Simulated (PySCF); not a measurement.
## Partial charges of `C/C=C/C=C\CC1CCC1`

Species: C₁₀H₁₆.
SMILES with atom numbers: `[CH3:1]/[CH:2]=[CH:3]/[CH:4]=[CH:5]\[CH2:6][CH:7]1[CH2:8][CH2:9][CH2:10]1` (hydrogens: H11, H12, H13 on C1; H14 on C2; H15 on C3; H16 on C4; H17 on C5; H18, H19 on C6; H20 on C7; H21, H22 on C8; H23, H24 on C9; H25, H26 on C10)

Geometry (GFN2-xTB, Å), atoms numbered from 1 in this order:
```
atom  x, y, z in Å
C1     4.0047    1.2726    0.4698
C2     3.2520    0.3255   -0.3999
C3     2.0527   -0.1800   -0.1132
C4     1.3536   -1.0952   -0.9844
C5     0.1503   -1.6369   -0.7855
C6    -0.7764   -1.3986    0.3622
C7    -2.0151   -0.6331   -0.1011
C8    -3.0065   -0.2077    0.9979
C9    -2.9654    1.2325    0.4658
C10   -1.8055    0.8480   -0.4655
H11    4.1869    2.2087   -0.0592
H12    4.9763    0.8537    0.7336
H13    3.4553    1.4880    1.3833
H14    3.7422    0.0503   -1.3256
H15    1.5715    0.1024    0.8131
H16    1.8909   -1.3568   -1.8883
H17   -0.2433   -2.3060   -1.5409
H18   -1.0967   -2.3622    0.7715
H19   -0.2853   -0.8403    1.1587
H20   -2.5049   -1.1874   -0.9045
H21   -3.9787   -0.6955    0.9738
H22   -2.5906   -0.3054    1.9989
H23   -2.7428    1.9995    1.2047
H24   -3.8684    1.5165   -0.0706
H25   -0.8415    1.2297   -0.1355
H26   -1.9364    1.1004   -1.5157
```

Density: PBE0/pcSseg-1 (PySCF); schemes: Mulliken, IAO, Hirshfeld and ESP-fitted. The structure is a single GFN2-xTB conformer in the gas phase; no vibrational or solvent corrections.

**Question.** Atoms with like bonding are taken together and averaged. At which atom do the 4 schemes differ most?

**Answer.** At C7: from -0.372 (Mulliken) to +0.253 e (ESP-fitted), 0.625 e apart.

**Question.** Do the Mulliken, IAO, Hirshfeld and ESP-fitted schemes agree on where the charge is highest?

**Answer.** The schemes don't all agree: Mulliken H18/H19 (+0.122); IAO H11/H12/H13 (+0.149); Hirshfeld H11/H12/H13 (+0.046); ESP-fitted C7 (+0.253).

**Question.** Tabulate the Mulliken, IAO, Hirshfeld and ESP-fitted charges.

**Answer.** In e; atoms taken as equivalent share a row and are averaged (×n: the atom named and its like, n in all):

| atom | environment | Mulliken | IAO | Hirshfeld | ESP-fitted |
| --- | --- | --- | --- | --- | --- |
| C1 | allylic carbon | -0.203 | -0.423 | -0.117 | -0.476 |
| C2 | alkene CH carbon | -0.244 | -0.131 | -0.037 | -0.011 |
| C3 | alkene CH carbon | -0.105 | -0.160 | -0.059 | -0.110 |
| C4 | alkene CH carbon | -0.104 | -0.158 | -0.059 | -0.451 |
| C5 | alkene CH carbon | -0.159 | -0.148 | -0.042 | +0.063 |
| C6 | allylic carbon | -0.095 | -0.260 | -0.071 | -0.405 |
| C7 | four-membered-ring carbon | -0.372 | -0.099 | -0.020 | +0.253 |
| C8/C10 | four-membered-ring carbon | -0.133 | -0.270 | -0.074 | -0.156 |
| C9 | four-membered-ring carbon | -0.232 | -0.266 | -0.073 | -0.029 |
| H11/H12/H13 | methyl hydrogen | +0.121 | +0.149 | +0.046 | +0.142 |
| H14 | vinylic hydrogen | +0.092 | +0.137 | +0.042 | +0.121 |
| H15 | vinylic hydrogen | +0.102 | +0.132 | +0.041 | +0.167 |
| H16 | vinylic hydrogen | +0.086 | +0.141 | +0.042 | +0.190 |
| H17 | vinylic hydrogen | +0.094 | +0.140 | +0.040 | +0.083 |
| H18/H19 | methylene hydrogen | +0.122 | +0.133 | +0.039 | +0.132 |
| H20 | methine hydrogen | +0.111 | +0.126 | +0.035 | +0.007 |
| H21/H26 | methylene hydrogen | +0.120 | +0.134 | +0.035 | +0.032 |
| H22/H25 | methylene hydrogen | +0.111 | +0.131 | +0.035 | +0.053 |
| H23 | methylene hydrogen | +0.115 | +0.132 | +0.035 | +0.022 |
| H24 | methylene hydrogen | +0.116 | +0.135 | +0.037 | +0.030 |

Mean size of the charges over all atoms: IAO 0.168 e, ESP-fitted 0.138 e, Mulliken 0.137 e, Hirshfeld 0.048 e. Each set sums to the total charge, 0, to within 0.001 e. The ESP scheme fits charges at the nuclei, held to the total charge, to the electrostatic potential on points at 1.4 to 2.0 times the van der Waals radii.

Some averages cover members that differ in this geometry: H18/H19, ESP-fitted +0.108 to +0.156 e.

**Question.** How closely do the schemes follow one another over all atoms?

**Answer.** Correlation coefficient and root-mean-square difference: IAO with Hirshfeld 1.00, 0.130 e; Mulliken with IAO 0.86, 0.092 e; Mulliken with Hirshfeld 0.85, 0.110 e; Hirshfeld with ESP-fitted 0.78, 0.151 e; IAO with ESP-fitted 0.74, 0.133 e; Mulliken with ESP-fitted 0.41, 0.186 e.

**Question.** Sum the charges by element.

**Answer.** 
| element | atoms | Mulliken | IAO | Hirshfeld | ESP-fitted |
| --- | --- | --- | --- | --- | --- |
| C | 10 | -1.782 | -2.184 | -0.625 | -1.479 |
| H | 16 | +1.782 | +2.184 | +0.625 | +1.479 |
